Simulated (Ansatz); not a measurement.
A nudged elastic band was laid between two geometries of FGeH3 + FH (7 atoms, charge 0, multiplicity 1).

All numbers below come from RKS PBE/def2-SVP in Ansatz.

```json
{
 "movable images": "9",
 "climbing image": "yes",
 "spring": "5.0 eV/Å²",
 "optimiser": "quadratic models (default)",
 "start path": "through a guess of the saddle point",
 "force threshold": "0.03 eV/Å",
 "iteration limit": "60",
 "end points": "relaxed"
}
```

Image 0:

```xyz
7
Properties=species:S:1:pos:R:3
Ge 0.201 0.000 -0.074
H 0.342 0.000 1.474
F 1.864 0.000 -0.673
H -0.440 1.298 -0.614
H -0.440 -1.298 -0.613
F -2.347 0.000 1.173
H -1.943 -0.001 2.017
```

Image 10:

```xyz
7
Properties=species:S:1:pos:R:3
Ge -0.476 0.000 -0.889
H -0.022 0.000 2.920
F 0.476 0.000 0.584
H -0.206 1.333 -1.618
H -0.207 -1.333 -1.618
F -2.143 0.000 -0.361
H -0.186 -0.001 3.671
```

**Question.** Which bonds break or form, and what moves?

**Answer.** Bonds broken: Ge1–H2, F6–H7. Bonds formed: Ge1–F6, H2–H7. FGeH3 + FH becomes F2GeH2 + H2.

**Question.** What energy profile does the band end with?

**Answer.** The forces met the threshold. The highest image is number 2 of 0 to 10, 1.08 eV above the first end and 1.59 eV above the last; the last end lies 0.51 eV below the first. A vibrational analysis at the climbing image gives one clearly imaginary mode, 899i cm⁻¹: a first-order saddle point. The orbitals stay closed-shell, which can raise the energy where a bond breaks towards radicals; this wasn't checked here.

```tsv
image	path coordinate (Å)	energy (eV)	Ge1–H2 (Å)	F6–H7 (Å)	Ge1–F6 (Å)
0	0.00	0.00	1.55	0.94	2.84
1	0.80	0.11	1.58	0.96	2.57
2	1.59	1.08	1.83	1.29	2.02
3	2.19	0.40	2.24	1.74	1.82
4	2.79	-0.14	2.70	2.01	1.77
5	3.39	-0.41	3.17	2.30	1.76
6	3.99	-0.49	3.77	2.40	1.75
7	4.59	-0.49	4.25	2.88	1.75
8	5.19	-0.49	3.72	3.20	1.75
9	5.79	-0.51	3.60	3.83	1.75
10	6.39	-0.51	3.84	4.48	1.75
```

**Question.** What is the geometry of the highest image?

**Answer.** 
```xyz
7
Properties=species:S:1:pos:R:3
Ge -0.267 0.003 -0.100
H 0.039 -0.027 1.707
F 1.511 0.013 -0.093
H -0.580 1.366 -0.741
H -0.578 -1.371 -0.719
F -1.985 0.024 0.968
H -0.905 -0.008 1.668
```

**Question.** What are the harmonic wavenumbers there?

**Answer.** 899i, 103, 248, 509, 579, 656, 756, 760, 890, 970, 1084, 1630, 2121, 2160, 2282 cm⁻¹.

The band took 15 iterations and about 4 core-minutes.

The run took 4.2 min on 1 thread of Arm Neoverse V1, with other jobs on the host, peak memory 0.14 GiB.
